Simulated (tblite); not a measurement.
A geometry optimisation, step by step.

Species: C4H12SeSi2.
Bonds: C1–C2 (double), C2–C3, C2–C4, C4–Si5, C4–Si6, C4–Se7. Hydrogens: H8, H9 on C1; H10, H11, H12 on C3; H13, H14, H15 on Si5; H16, H17, H18 on Si6; H19 on Se7.

Computed with GFN2-xTB (tblite), gas phase: L-BFGS steps from a force-field or distance-geometry start until the largest atomic force falls under 0.01 eV/Å. 7 of its 128 geometries are shown.

Step 0: E = -577.8615 eV, largest atomic force 2.443 eV/Å
```
atom  x, y, z in Å  |  force x, y, z in eV/Å
C1     -1.719   -0.353    1.278   -0.935  -0.568  -1.096
C2     -0.960   -0.306    0.165   -1.042  -0.197   2.201
C3     -1.442   -0.849   -1.121   -1.758  -0.831  -0.250
C4      0.382    0.284    0.294   -0.237  -0.482   0.189
Si5     1.772   -0.872   -0.106    1.666  -0.621  -0.557
Si6     0.481    1.778   -0.804    0.733   1.754  -0.427
Se7     0.622    0.962    2.112    1.881   0.897   1.119
H8     -1.359    0.045    2.232   -0.896  -0.593  -0.533
H9     -2.735   -0.787    1.227    0.757   0.356   0.222
H10    -0.879   -1.746   -1.439   -0.053   0.724  -0.081
H11    -1.552   -0.084   -1.909    0.448  -0.584   0.266
H12    -2.503   -1.212   -0.931    1.076   0.279  -0.299
H13     1.965   -1.943    0.856   -0.203  -0.171   0.219
H14     1.672   -1.450   -1.462   -0.129   0.125   0.207
H15     3.017   -0.059   -0.063   -0.278  -0.210   0.016
H16    -0.427    1.621   -1.920   -0.079   0.128  -0.256
H17     0.151    3.003   -0.037   -0.034  -0.279  -0.174
H18     1.881    1.894   -1.281   -0.357   0.078   0.046
H19     1.622    0.084    2.903   -0.559   0.194  -0.811
```

Step 21: E = -578.7269 eV, largest atomic force 0.299 eV/Å
```
atom  x, y, z in Å  |  force x, y, z in eV/Å
C1     -1.770   -0.387    1.342   -0.106   0.019   0.013
C2     -0.981   -0.298    0.283    0.185  -0.080   0.009
C3     -1.415   -0.888   -1.028   -0.129  -0.038  -0.029
C4      0.378    0.317    0.257    0.145   0.026  -0.260
Si5     1.806   -0.928   -0.141   -0.078   0.075   0.066
Si6     0.470    1.899   -0.862    0.023  -0.097   0.124
Se7     0.924    1.123    2.003    0.044   0.060  -0.006
H8     -1.508    0.004    2.312    0.039   0.016  -0.028
H9     -2.741   -0.847    1.263    0.021   0.000   0.080
H10    -0.749   -1.694   -1.332   -0.010   0.019   0.014
H11    -1.415   -0.133   -1.809    0.028  -0.017  -0.065
H12    -2.424   -1.285   -0.942    0.023  -0.027  -0.002
H13     1.791   -1.976    0.893   -0.058   0.040  -0.101
H14     1.658   -1.512   -1.482    0.001   0.068   0.114
H15     3.068   -0.187   -0.044   -0.072  -0.056  -0.040
H16    -0.378    1.812   -2.054    0.050  -0.033   0.035
H17     0.040    3.039   -0.054   -0.066   0.062   0.001
H18     1.871    2.057   -1.251    0.001   0.037  -0.018
H19     1.366   -0.106    2.638   -0.042  -0.072   0.094
```

Step 42: E = -578.7803 eV, largest atomic force 0.100 eV/Å
```
atom  x, y, z in Å  |  force x, y, z in eV/Å
C1     -1.688   -0.342    1.361    0.005   0.026  -0.017
C2     -0.930   -0.282    0.275   -0.001  -0.043   0.041
C3     -1.388   -0.933   -1.002    0.031   0.048   0.014
C4      0.420    0.347    0.206    0.004   0.002   0.100
Si5     1.786   -0.934   -0.199    0.036  -0.030  -0.015
Si6     0.471    1.948   -0.852   -0.008   0.081  -0.045
Se7     1.042    1.089    1.968   -0.025  -0.011  -0.025
H8     -1.402    0.104    2.300    0.012   0.018  -0.017
H9     -2.646   -0.833    1.353   -0.031  -0.003  -0.011
H10    -0.734   -1.761   -1.275   -0.050  -0.011   0.073
H11    -1.373   -0.223   -1.826   -0.030   0.017  -0.007
H12    -2.401   -1.308   -0.881    0.011  -0.019  -0.036
H13     1.630   -2.005    0.792    0.008  -0.041  -0.025
H14     1.633   -1.463   -1.557    0.019   0.018   0.000
H15     3.092   -0.301   -0.053    0.021   0.028  -0.025
H16    -0.282    1.752   -2.091    0.045   0.005  -0.010
H17    -0.119    3.046   -0.082   -0.060  -0.024  -0.001
H18     1.867    2.279   -1.144    0.006  -0.047  -0.005
H19     1.013   -0.171    2.698    0.007  -0.014   0.012
```

Step 64: E = -578.8121 eV, largest atomic force 0.103 eV/Å
```
atom  x, y, z in Å  |  force x, y, z in eV/Å
C1     -1.703   -0.230    1.391   -0.028   0.004   0.017
C2     -0.917   -0.278    0.324    0.037   0.019   0.014
C3     -1.374   -0.964   -0.932   -0.039  -0.006   0.038
C4      0.450    0.310    0.235    0.004  -0.010  -0.065
Si5     1.812   -0.929   -0.314   -0.015   0.054   0.027
Si6     0.461    1.911   -0.835    0.044  -0.072   0.059
Se7     1.131    1.003    1.989   -0.034  -0.013   0.038
H8     -1.412    0.261    2.306    0.000   0.015  -0.010
H9     -2.687   -0.670    1.396    0.038   0.005  -0.048
H10    -0.786   -1.865   -1.112   -0.022   0.037   0.005
H11    -1.261   -0.305   -1.791   -0.011  -0.068   0.008
H12    -2.421   -1.246   -0.839    0.030  -0.005  -0.038
H13     1.678   -2.122    0.526    0.003  -0.006   0.005
H14     1.660   -1.270   -1.730   -0.018  -0.019  -0.006
H15     3.105   -0.283   -0.107   -0.006  -0.034  -0.016
H16     0.002    1.621   -2.194    0.002  -0.015  -0.005
H17    -0.428    2.876   -0.195   -0.018   0.047   0.010
H18     1.844    2.387   -0.892   -0.016   0.050   0.025
H19     0.837   -0.196    2.768    0.047   0.018  -0.060
```

Step 85: E = -578.8291 eV, largest atomic force 0.029 eV/Å
```
atom  x, y, z in Å  |  force x, y, z in eV/Å
C1     -1.727   -0.154    1.376    0.015   0.006  -0.006
C2     -0.919   -0.261    0.331    0.002   0.013  -0.003
C3     -1.360   -1.008   -0.896    0.002  -0.002   0.000
C4      0.453    0.315    0.240    0.025  -0.001   0.015
Si5     1.791   -0.923   -0.353    0.005  -0.017  -0.012
Si6     0.456    1.930   -0.800    0.007   0.023  -0.013
Se7     1.145    0.959    2.011    0.002  -0.001  -0.019
H8     -1.445    0.372    2.273   -0.012   0.003   0.007
H9     -2.714   -0.585    1.370    0.000   0.008   0.010
H10    -0.800   -1.938   -0.992    0.000  -0.008  -0.010
H11    -1.189   -0.416   -1.793    0.000  -0.010   0.000
H12    -2.417   -1.250   -0.828   -0.015   0.002  -0.020
H13     1.660   -2.133    0.465    0.006   0.007   0.007
H14     1.595   -1.244   -1.770    0.004  -0.006   0.014
H15     3.104   -0.312   -0.169   -0.005   0.001  -0.003
H16     0.181    1.595   -2.200   -0.007   0.004   0.006
H17    -0.575    2.826   -0.278   -0.008  -0.012   0.016
H18     1.780    2.546   -0.696   -0.015  -0.010   0.007
H19     0.973   -0.311    2.702   -0.003   0.000   0.004
```

Step 106: E = -578.8315 eV, largest atomic force 0.012 eV/Å
```
atom  x, y, z in Å  |  force x, y, z in eV/Å
C1     -1.723   -0.130    1.363   -0.002   0.003  -0.004
C2     -0.912   -0.263    0.323   -0.006   0.007  -0.002
C3     -1.355   -1.016   -0.900    0.004  -0.001   0.001
C4      0.464    0.305    0.231   -0.002  -0.008  -0.002
Si5     1.799   -0.938   -0.360    0.002  -0.004   0.001
Si6     0.440    1.936   -0.785    0.003  -0.004   0.004
Se7     1.165    0.946    1.998    0.004  -0.008   0.003
H8     -1.436    0.405    2.254   -0.004   0.000   0.002
H9     -2.717   -0.543    1.361    0.002  -0.008   0.000
H10    -0.824   -1.964   -0.975    0.004   0.003   0.011
H11    -1.149   -0.442   -1.801   -0.005  -0.005  -0.006
H12    -2.421   -1.224   -0.851    0.005   0.010  -0.002
H13     1.685   -2.128    0.491    0.007   0.009   0.000
H14     1.591   -1.300   -1.765   -0.005   0.005   0.005
H15     3.108   -0.312   -0.205   -0.002   0.000  -0.006
H16     0.172    1.627   -2.191   -0.005  -0.004  -0.002
H17    -0.615    2.787   -0.235    0.000   0.004   0.000
H18     1.748    2.578   -0.660    0.005   0.001  -0.002
H19     0.970   -0.315    2.699   -0.004  -0.001   0.001
```

Step 127: E = -578.8326 eV, largest atomic force 0.008 eV/Å
```
atom  x, y, z in Å  |  force x, y, z in eV/Å
C1     -1.730   -0.125    1.355    0.001  -0.002   0.002
C2     -0.912   -0.261    0.320   -0.002   0.003  -0.004
C3     -1.350   -1.017   -0.902    0.002   0.001   0.001
C4      0.465    0.303    0.234   -0.005   0.005   0.001
Si5     1.804   -0.933   -0.361    0.000   0.005  -0.001
Si6     0.439    1.938   -0.775    0.001  -0.003   0.006
Se7     1.167    0.927    2.007   -0.003  -0.003  -0.007
H8     -1.450    0.410    2.248    0.001   0.001  -0.002
H9     -2.724   -0.539    1.345    0.001   0.001   0.002
H10    -0.842   -1.981   -0.951   -0.005  -0.001   0.004
H11    -1.109   -0.465   -1.808   -0.002  -0.006   0.001
H12    -2.422   -1.195   -0.874    0.004  -0.004  -0.001
H13     1.735   -2.101    0.522    0.000  -0.006  -0.001
H14     1.563   -1.329   -1.751    0.005  -0.001  -0.001
H15     3.106   -0.280   -0.257   -0.002   0.001  -0.001
H16     0.135    1.629   -2.174   -0.001   0.006  -0.002
H17    -0.594    2.800   -0.202    0.006   0.002  -0.002
H18     1.758    2.564   -0.682    0.000   0.000   0.003
H19     0.950   -0.336    2.700   -0.001   0.001   0.001
```

Question: Summarise the path.

Answer: The energy falls by 0.9711 eV from step 0 to step 127; nine tenths of that is first reached at step 23. It falls at every step. The largest force goes from 2.443 to 0.008 eV/Å. Among the bonds Se7–H19 changes most, from 1.548 to 1.456 Å; the atoms move by 0.478 Å rms after alignment.

Question: Follow the three bonds and two angles with the largest change from start to end.

Answer: 
```json
{"step": "0", "E above end (eV)": "0.9711", "largest force (eV/Å)": "2.443", "Se7–H19 (Å)": "1.548", "C4–Si6 (Å)": "1.856", "C4–Si5 (Å)": "1.852", "C4–Se7–H19 (°)": "111.0", "C1–C2–C4 (°)": "117.1"}
{"step": "6", "E above end (eV)": "0.2772", "largest force (eV/Å)": "0.584", "Se7–H19 (Å)": "1.456", "C4–Si6 (Å)": "1.929", "C4–Si5 (Å)": "1.919", "C4–Se7–H19 (°)": "102.5", "C1–C2–C4 (°)": "123.2"}
{"step": "11", "E above end (eV)": "0.1740", "largest force (eV/Å)": "0.306", "Se7–H19 (Å)": "1.462", "C4–Si6 (Å)": "1.936", "C4–Si5 (Å)": "1.924", "C4–Se7–H19 (°)": "101.0", "C1–C2–C4 (°)": "124.4"}
{"step": "17", "E above end (eV)": "0.1259", "largest force (eV/Å)": "0.188", "Se7–H19 (Å)": "1.463", "C4–Si6 (Å)": "1.930", "C4–Si5 (Å)": "1.919", "C4–Se7–H19 (°)": "98.5", "C1–C2–C4 (°)": "126.9"}
{"step": "22", "E above end (eV)": "0.0988", "largest force (eV/Å)": "0.207", "Se7–H19 (Å)": "1.449", "C4–Si6 (Å)": "1.934", "C4–Si5 (Å)": "1.934", "C4–Se7–H19 (°)": "96.2", "C1–C2–C4 (°)": "125.9"}
{"step": "28", "E above end (eV)": "0.0757", "largest force (eV/Å)": "0.116", "Se7–H19 (Å)": "1.464", "C4–Si6 (Å)": "1.929", "C4–Si5 (Å)": "1.920", "C4–Se7–H19 (°)": "96.9", "C1–C2–C4 (°)": "124.8"}
{"step": "33", "E above end (eV)": "0.0660", "largest force (eV/Å)": "0.145", "Se7–H19 (Å)": "1.457", "C4–Si6 (Å)": "1.924", "C4–Si5 (Å)": "1.920", "C4–Se7–H19 (°)": "97.2", "C1–C2–C4 (°)": "125.4"}
{"step": "39", "E above end (eV)": "0.0564", "largest force (eV/Å)": "0.071", "Se7–H19 (Å)": "1.459", "C4–Si6 (Å)": "1.924", "C4–Si5 (Å)": "1.918", "C4–Se7–H19 (°)": "97.0", "C1–C2–C4 (°)": "124.6"}
{"step": "44", "E above end (eV)": "0.0493", "largest force (eV/Å)": "0.105", "Se7–H19 (Å)": "1.456", "C4–Si6 (Å)": "1.924", "C4–Si5 (Å)": "1.921", "C4–Se7–H19 (°)": "96.5", "C1–C2–C4 (°)": "125.2"}
{"step": "50", "E above end (eV)": "0.0406", "largest force (eV/Å)": "0.089", "Se7–H19 (Å)": "1.459", "C4–Si6 (Å)": "1.922", "C4–Si5 (Å)": "1.921", "C4–Se7–H19 (°)": "96.1", "C1–C2–C4 (°)": "125.4"}
{"step": "55", "E above end (eV)": "0.0325", "largest force (eV/Å)": "0.120", "Se7–H19 (Å)": "1.460", "C4–Si6 (Å)": "1.928", "C4–Si5 (Å)": "1.925", "C4–Se7–H19 (°)": "96.3", "C1–C2–C4 (°)": "125.1"}
{"step": "61", "E above end (eV)": "0.0238", "largest force (eV/Å)": "0.084", "Se7–H19 (Å)": "1.454", "C4–Si6 (Å)": "1.922", "C4–Si5 (Å)": "1.917", "C4–Se7–H19 (°)": "96.4", "C1–C2–C4 (°)": "125.6"}
{"step": "66", "E above end (eV)": "0.0170", "largest force (eV/Å)": "0.087", "Se7–H19 (Å)": "1.461", "C4–Si6 (Å)": "1.921", "C4–Si5 (Å)": "1.919", "C4–Se7–H19 (°)": "96.5", "C1–C2–C4 (°)": "125.3"}
{"step": "72", "E above end (eV)": "0.0099", "largest force (eV/Å)": "0.077", "Se7–H19 (Å)": "1.455", "C4–Si6 (Å)": "1.921", "C4–Si5 (Å)": "1.920", "C4–Se7–H19 (°)": "95.2", "C1–C2–C4 (°)": "125.1"}
{"step": "77", "E above end (eV)": "0.0058", "largest force (eV/Å)": "0.078", "Se7–H19 (Å)": "1.455", "C4–Si6 (Å)": "1.919", "C4–Si5 (Å)": "1.919", "C4–Se7–H19 (°)": "95.3", "C1–C2–C4 (°)": "125.3"}
{"step": "83", "E above end (eV)": "0.0038", "largest force (eV/Å)": "0.030", "Se7–H19 (Å)": "1.457", "C4–Si6 (Å)": "1.923", "C4–Si5 (Å)": "1.918", "C4–Se7–H19 (°)": "95.6", "C1–C2–C4 (°)": "125.3"}
{"step": "88", "E above end (eV)": "0.0031", "largest force (eV/Å)": "0.036", "Se7–H19 (Å)": "1.456", "C4–Si6 (Å)": "1.923", "C4–Si5 (Å)": "1.918", "C4–Se7–H19 (°)": "95.7", "C1–C2–C4 (°)": "125.2"}
{"step": "94", "E above end (eV)": "0.0021", "largest force (eV/Å)": "0.042", "Se7–H19 (Å)": "1.456", "C4–Si6 (Å)": "1.920", "C4–Si5 (Å)": "1.918", "C4–Se7–H19 (°)": "95.9", "C1–C2–C4 (°)": "125.3"}
{"step": "99", "E above end (eV)": "0.0015", "largest force (eV/Å)": "0.017", "Se7–H19 (Å)": "1.456", "C4–Si6 (Å)": "1.922", "C4–Si5 (Å)": "1.917", "C4–Se7–H19 (°)": "95.8", "C1–C2–C4 (°)": "125.1"}
{"step": "105", "E above end (eV)": "0.0011", "largest force (eV/Å)": "0.018", "Se7–H19 (Å)": "1.456", "C4–Si6 (Å)": "1.921", "C4–Si5 (Å)": "1.917", "C4–Se7–H19 (°)": "95.8", "C1–C2–C4 (°)": "125.1"}
{"step": "110", "E above end (eV)": "0.0009", "largest force (eV/Å)": "0.022", "Se7–H19 (Å)": "1.455", "C4–Si6 (Å)": "1.922", "C4–Si5 (Å)": "1.917", "C4–Se7–H19 (°)": "95.8", "C1–C2–C4 (°)": "125.1"}
{"step": "116", "E above end (eV)": "0.0004", "largest force (eV/Å)": "0.017", "Se7–H19 (Å)": "1.457", "C4–Si6 (Å)": "1.923", "C4–Si5 (Å)": "1.918", "C4–Se7–H19 (°)": "95.9", "C1–C2–C4 (°)": "125.2"}
{"step": "121", "E above end (eV)": "0.0002", "largest force (eV/Å)": "0.016", "Se7–H19 (Å)": "1.456", "C4–Si6 (Å)": "1.921", "C4–Si5 (Å)": "1.917", "C4–Se7–H19 (°)": "95.8", "C1–C2–C4 (°)": "125.2"}
{"step": "127", "E above end (eV)": "0.0000", "largest force (eV/Å)": "0.008", "Se7–H19 (Å)": "1.456", "C4–Si6 (Å)": "1.922", "C4–Si5 (Å)": "1.917", "C4–Se7–H19 (°)": "95.6", "C1–C2–C4 (°)": "125.2"}
```

The cost below is that of the whole relaxation. Time: 1.2 s wall. Hardware: one thread of an Arm Neoverse V1, shared host with 64 logical CPUs at a one-minute load of 30.
